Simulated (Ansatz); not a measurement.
n-GeSiGeSiH10 (Si2Ge2H10). Total charge 0; singlet. Geometry PBE-D4/def2-SVP, basis def2-TZVP, Ansatz.

```csv
atom,x (Å),y (Å),z (Å)
Ge1,-0.243,2.107,-1.152
Ge2,0.692,-0.826,1.262
Si3,-0.641,1.149,1.006
Si4,0.194,-2.352,-0.515
H5,-0.640,1.095,-2.260
H6,-1.062,3.409,-1.358
H7,1.263,2.441,-1.322
H8,-2.097,0.778,1.126
H9,-0.321,2.156,2.081
H10,2.197,-0.441,1.211
H11,0.421,-1.496,2.638
H12,0.538,-1.712,-1.834
H13,0.976,-3.631,-0.376
H14,-1.276,-2.676,-0.507
```

| run | HOMO (eV) | LUMO (eV) |
| --- | --- | --- |
| A | -7.80 | -0.25 |
| B | -6.78 | -1.06 |
| C | -7.04 | -0.81 |
| D | -10.25 | 1.82 |
| E | -7.59 | -0.45 |
| F | -7.41 | -0.62 |

LC-ωPBE has ω = 0.4 bohr⁻¹. B3LYP takes the VWN-RPA correlation. HSE06 is defined as in plane-wave codes, on full-range PBE exchange. Another isomer (singlet) lies 0.11 eV lower at PBE0-D4/def2-TZVP; other spin states weren't run for this one.

Problem. The runs used B3LYP, HSE06, LC-ωPBE, PBE, PBE0, r2SCAN. Estimate which is which.

Solution. A PBE0 (25 % exact exchange); B PBE (0 % exact exchange); C r2SCAN (0 % exact exchange); D LC-ωPBE (range-separated); E B3LYP (20 % exact exchange); F HSE06 (range-separated). Exact exchange lowers occupied and raises empty levels; among semilocal functionals meta-GGAs tend to open the gap a little, and such runs are hard to tell apart. The gap grows from 5.73 eV (PBE) to 12.07 eV (LC-ωPBE).
